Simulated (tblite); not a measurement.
C7H5O (doublet state).
Bonds: O1–C2, C2–C3 (aromatic), C3–C4 (aromatic), C4–C5 (aromatic), C5–C6 (aromatic), C6–C7 (aromatic), C6–C8, C2–C7 (aromatic), C5–C8. Hydrogens: H9 on C3; H10 on C4; H11 on C7; H12, H13 on C8.
Bond orders are those of one Lewis drawing.

Computed with GFN2-xTB (tblite), gas phase: L-BFGS steps from a force-field or distance-geometry start until the largest atomic force falls under 0.01 eV/Å.

Step 12: E = -583.5927 eV
```
atom  x, y, z in Å  |  force x, y, z in eV/Å
O1     -2.6913   -1.0496    0.4377   -0.011  -0.099   0.014
C2     -1.5644   -0.5823    0.2541   -0.087   0.047  -0.014
C3     -1.3850    0.8683    0.1678    0.011   0.075   0.003
C4     -0.1736    1.5052   -0.0376    0.113  -0.068  -0.008
C5      0.8672    0.6221   -0.1550    0.068   0.042  -0.015
C6      0.7509   -0.7679   -0.0819   -0.040  -0.013   0.007
C7     -0.3817   -1.4482    0.1125   -0.077   0.033   0.019
C8      2.0981   -0.1865   -0.3032    0.028   0.018  -0.003
H9     -2.2920    1.4393    0.2793   -0.067   0.055   0.007
H10    -0.0764    2.5804   -0.0947   -0.042  -0.023   0.004
H11    -0.5197   -2.5144    0.1756    0.067  -0.058  -0.008
H12     2.5509   -0.2696   -1.2859    0.020   0.000   0.034
H13     2.8126   -0.1963    0.5135    0.016  -0.007  -0.040
```

Step 13: E = -583.5940 eV
```
atom  x, y, z in Å  |  force x, y, z in eV/Å
O1     -2.6915   -1.0506    0.4378   -0.037  -0.087   0.014
C2     -1.5658   -0.5810    0.2538   -0.070   0.037  -0.008
C3     -1.3856    0.8696    0.1680   -0.007   0.056   0.003
C4     -0.1716    1.5032   -0.0377    0.024   0.029   0.001
C5      0.8704    0.6242   -0.1556    0.046  -0.043  -0.008
C6      0.7503   -0.7667   -0.0819   -0.017   0.004   0.002
C7     -0.3832   -1.4464    0.1128   -0.010  -0.014   0.008
C8      2.0994   -0.1868   -0.3033   -0.025  -0.004   0.005
H9     -2.2949    1.4406    0.2797    0.002   0.034  -0.002
H10    -0.0789    2.5791   -0.0943   -0.025  -0.023   0.002
H11    -0.5163   -2.5154    0.1752    0.054   0.015  -0.008
H12     2.5507   -0.2714   -1.2858    0.032   0.000   0.020
H13     2.8126   -0.1981    0.5136    0.032  -0.005  -0.029
```

Question: Estimate the geometry and energy of step 14. (The exact step hangs on the optimiser's Hessian estimate; all steps are aligned on step 13, rigid shifts and turns removed.)

Answer: E = -583.5946 eV, largest force 0.057 eV/Å
```
atom  x, y, z in Å  |  force x, y, z in eV/Å
O1     -2.6921   -1.0528    0.4382   -0.026  -0.050   0.008
C2     -1.5678   -0.5800    0.2536   -0.047   0.007   0.000
C3     -1.3859    0.8711    0.1681   -0.013   0.020   0.001
C4     -0.1700    1.5026   -0.0378   -0.034   0.042   0.007
C5      0.8721    0.6246   -0.1560    0.015  -0.052  -0.002
C6      0.7497   -0.7664   -0.0818   -0.010   0.006   0.002
C7     -0.3844   -1.4457    0.1131    0.018  -0.008  -0.001
C8      2.0997   -0.1869   -0.3033   -0.028  -0.023   0.006
H9     -2.2960    1.4419    0.2798    0.028   0.034  -0.005
H10    -0.0803    2.5784   -0.0942   -0.010  -0.007   0.000
H11    -0.5141   -2.5157    0.1749    0.040   0.038  -0.007
H12     2.5513   -0.2719   -1.2853    0.033  -0.002   0.008
H13     2.8132   -0.1988    0.5130    0.035  -0.005  -0.017
```

The energy changes by -0.0006 eV. The first-order estimate −F·Δx gives -0.0009 eV and the mean of the old and new forces, exact on a quadratic surface, -0.0006 eV. The step makes an angle of 37° with the force vector and moves no atom by more than 0.002 Å.

What follows is the cost of the whole relaxation. Hardware: an Arm Neoverse V2 with one thread, on a shared host. Cost: under 0.1 s of wall time.
